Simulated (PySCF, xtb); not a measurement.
1-(hydroxymethyl)cyclopropan-1-ol (C4H8O2), SMILES OCC1(O)CC1.

GFN2-xTB run with xtb at its own geometry gives an orbital gap of 9.06 eV and a dipole moment of 2.82 D.

Geometry: B3LYP-D3(BJ)/def2-SVP. One conformer was computed; it need not be the lowest.

Q: What does PySCF with PBE/def2-TZVP give? (Estimate from the structure and the level; the computed values follow.)

A: gap 5.96 eV (levels -6.08 and -0.12 eV), dipole 0.49 D.
